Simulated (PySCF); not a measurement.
Compound: C₅H₁₇N₃Si.
SMILES: `CN(C)[SiH2]N(C)CCN`

The closed-shell ground state was solved at several levels (PySCF, density fitting, gas phase, non-relativistic). Isolated species at its PBE0-D3(BJ)/def2-SVP geometry (one conformer only).

| level | basis functions | total energy (Eh) | HOMO (eV) | LUMO (eV) | gap (eV) | dipole (D) |
| --- | --- | --- | --- | --- | --- | --- |
| PBE0/pcSseg-1 | 245 | -653.9140 | -6.08 | 1.09 | 7.17 | 1.36 |
| HF/pcSseg-1 | 245 | -651.4499 | -9.31 | 4.03 | 13.34 | 1.43 |

(1) Estimate the row for CAM-B3LYP/def2-SVPD, a basis of 320 functions; the other rows only guide the guess.

(2) Over all these levels, which gives the widest orbital gap and which the narrowest?

(3) How far do the dipole and the HOMO energy spread over the levels?

## Answers

(1) Total energy -654.0089 Eh, HOMO -7.50 eV, LUMO 1.16 eV, gap 8.66 eV, dipole 1.33 D.

(2) HF/pcSseg-1 (Hartree–Fock, all exact exchange) has the widest, 13.34 eV, and PBE0/pcSseg-1 (global hybrid, 25 % exact exchange) the narrowest, 7.17 eV. The two share the basis. From the narrowest to the widest the HOMO moves by -3.23 eV and the LUMO by +2.94 eV. The HOMO need not be the same orbital at Hartree–Fock and at DFT levels.

(3) The dipole runs from 1.33 to 1.43 D (mean 1.38 D) and the HOMO from -9.31 to -6.08 eV.
